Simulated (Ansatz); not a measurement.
`[GeH3][S]S[AsH2]` + `O[SiH3]` → `[SiH3]O[AsH2]` + `S[S][GeH3]` at 400 K and 1 bar (ligand exchange at the As–S bond).

Program: Ansatz. Geometries: PBE0-D4/def2-TZVP. ΔE: electronic, gas phase. CCSD(T)/CBS is the MP2 limit (def2-TZVPP, def2-QZVPP) plus CCSD(T) − MP2 in def2-TZVPP, frozen cores. For As, Ge outer-core shells are correlated without core-valence functions, which leaves a few kJ/mol of doubt a bond. Scalar relativity is left out up to krypton. One conformer a species, not always the lowest.

| species | CCSD(T)/CBS energy (Eh) | H − E (kJ/mol) | S (J/(mol·K)) |
| --- | --- | --- | --- |
| `[GeH3][S]S[AsH2]` | -5109.69255 | 148.9 | 433.0 |
| `O[SiH3]` | -366.69042 | 120.0 | 276.4 |
| `[SiH3]O[AsH2]` | -2602.28728 | 145.6 | 365.5 |
| `S[S][GeH3]` | -2874.07545 | 117.9 | 355.7 |

H − E and S are ideal-gas, rigid-rotor, harmonic terms from PBE0-D4/def2-TZVP, for one conformer and one mirror image of each species. 1 Eh = 2625.50 kJ/mol, R = 8.31446 J/(mol·K).

By hand: ΔE, ΔH, ΔS and ΔG.

ΔE = (-2602.28728) + (-2874.07545) − (-5109.69255) − (-366.69042) = 0.02024 Eh = 53.1 kJ/mol. Δ(H − E) = 145.6 + 117.9 − 148.9 − 120.0 = -5.4, so ΔH = 47.7 kJ/mol. ΔS = 365.5 + 355.7 − 433.0 − 276.4 = 11.8 J/(mol·K). ΔG = 47.7 − 400 × (11.8)/1000 = 43.0 kJ/mol.

By hand: the equilibrium constant, and the temperature at which ΔG would vanish if ΔH and ΔS stayed fixed.

log₁₀ K = −ΔG/(RT ln 10) = -5.6. ΔG = 0 at ΔH/ΔS = 4042 K, far beyond where these terms or the molecules hold.

The number of gas molecules stays the same, so ΔS is small and ΔH decides. A doubt of 5 kJ/mol in ΔE shifts log₁₀ K by 0.7 here. Other conformers and mirror images would add mixing entropy, several J/(mol·K) or more a flexible species. Modes under 60 cm⁻¹, often nearly free rotors, make the harmonic entropy too high. These are equilibria of isolated gas molecules and say nothing of rates. Largest T1 diagnostic: 0.013 (customary marks: 0.02 for closed shells, 0.045 for open ones).
